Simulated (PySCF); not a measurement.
# Electron correlation in Si⁺ (silicon, charge +1)

[Ne] 3s1 3p2, high-spin 4P determinant (an excited configuration). Computed with PySCF 2.14 in aug-cc-pCVTZ-DK (8s7p5d3f, 75 functions), with scalar relativity by spin-free X2C-1e. Frozen: [Ne]; 3 electrons correlated.

```csv
level,correlation energy (mhartree)
CCSD,-15.28
(T),-0.11
CCSD(T),-15.39
```

Diagnostics: T1 = 0.0028, D1 = 0.0065, largest double amplitude 0.041.

Cost of the coupled-cluster step: about 4 core-seconds, for 3 correlated electrons.
